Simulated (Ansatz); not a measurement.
C2H8B2, SMILES `BBCC`, charge 0, multiplicity 1.

Q: Give a relaxed structure at PBE0-D4/def2-TZVP (Ansatz 0.2.0). (An estimate is asked.)

A: Ansatz gave: 
Cartesian coordinates in Å:
```
B -0.1434 -0.1783 1.9691
B -0.5985 -0.8242 0.5326
C -0.2449 -0.3508 -0.9147
C 0.6403 0.8781 -1.0762
H 0.8431 -0.5401 2.5509
H -0.8033 0.6493 2.5370
H -1.3059 -1.8031 0.6102
H -1.2018 -0.2161 -1.4418
H 0.1941 -1.2198 -1.4282
H 1.6129 0.7285 -0.5998
H 0.8239 1.1201 -2.1262
H 0.1833 1.7565 -0.6129
```
Point group Cs.
This is one stationary point; other conformers may exist.
